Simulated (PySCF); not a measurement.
First SCF of a structure search on singlet SnOCl₂, at a hand-made trigonal pyramidal geometry. PySCF input:

```python
from pyscf import gto, scf, dft
mol = gto.M(atom='''
Sn     0.000000    -0.504970    -0.000000
O      1.869790    -0.476270     0.000020
Cl    -0.427630     0.974650    -1.827490
Cl    -0.427620     0.974650     1.827490''',
    basis={'Sn': 'def2-TZVP', 'O': 'def2-TZVP', 'Cl': 'def2-TZVP'},
    ecp={'Sn': 'def2-TZVP'},
    charge=0, spin=0)
mf = dft.RKS(mol, xc='PBE0')
mf.grids.atom_grid = (50, 194)
aux = {'Sn': 'def2-universal-JKFIT', 'O': 'def2-universal-JKFIT', 'Cl': 'def2-universal-JKFIT'}
mf = mf.density_fit(auxbasis=aux)
mf.conv_tol = 1e-08
mf.diis_space = 10
mf.max_cycle = 60
mf.init_guess = 'minao'
mf.verbose = 4
mf.kernel()
```

Excerpt of the output (cycles and frontier levels):

```
init E= -1172.84384568506
  HOMO = -0.637770074850195  LUMO = -0.631657556444101  gap/eV = 0.16633
cycle= 1 E= -1207.35121859565  delta_E= -34.5  |g|= 3.04  |ddm|=   31
  HOMO = 0.0440664514168716  LUMO = 0.101677585054615  gap/eV = 1.56768
cycle= 2 E= -1194.89064674429  delta_E= 12.5  |g|= 6.81  |ddm|= 18.6
  HOMO = -0.349704389327041  LUMO = -0.209390609964174  gap/eV = 3.81813
cycle= 3 E= -1208.63681044254  delta_E= -13.7  |g|= 2.06  |ddm|= 17.1
  HOMO = -0.136225754491848  LUMO = -0.129769768699543  gap/eV = 0.17568
cycle= 4 E= -1207.87404553821  delta_E= 0.763  |g|= 2.47  |ddm|= 3.65
  HOMO = -0.306570786583245  LUMO = -0.233170835704142  gap/eV = 1.99731
cycle= 5 E= -1209.45806797095  delta_E= -1.58  |g|= 0.694  |ddm|= 2.65
  HOMO = -0.319070665345222  LUMO = -0.242107819212461  gap/eV = 2.09427
cycle= 6 E= -1209.58794763963  delta_E= -0.13  |g|= 0.175  |ddm|= 0.804
  HOMO = -0.312727138693231  LUMO = -0.224618122011073  gap/eV = 2.39757
... 10 lines left out ...
cycle= 12 E= -1209.59430519709  delta_E= -1.08e-07  |g|= 0.00104  |ddm|= 0.00119
  HOMO = -0.319103456015747  LUMO = -0.222576028491976  gap/eV = 2.62665
cycle= 13 E= -1209.5943054367  delta_E= -2.4e-07  |g|= 0.000247  |ddm|= 0.00082
  HOMO = -0.319099555858097  LUMO = -0.222580181997535  gap/eV = 2.62643
cycle= 14 E= -1209.59430544929  delta_E= -1.26e-08  |g|= 0.000158  |ddm|= 0.000253
  HOMO = -0.319083058205546  LUMO = -0.222576741667999  gap/eV = 2.62607
cycle= 15 E= -1209.59430545695  delta_E= -7.67e-09  |g|= 3.04e-05  |ddm|= 0.000235
  HOMO = -0.319075585540146  LUMO = -0.222575926891692  gap/eV = 2.62589
Extra cycle  E= -1209.59430545578  delta_E= 1.18e-09  |g|= 8.89e-05  |ddm|= 0.000141
converged SCF energy = -1209.59430545578
```

No lower solution of this spin was found by a stability analysis within the restricted form, which does not test spin polarisation.

The search for the lowest solution, with the stability check, took 11 s on 4 threads of a shared Intel Xeon Platinum 8259CL @ 2.50GHz (Skylake/Cascade Lake) host, with 155 basis functions; the process peaked at 0.49 GiB.
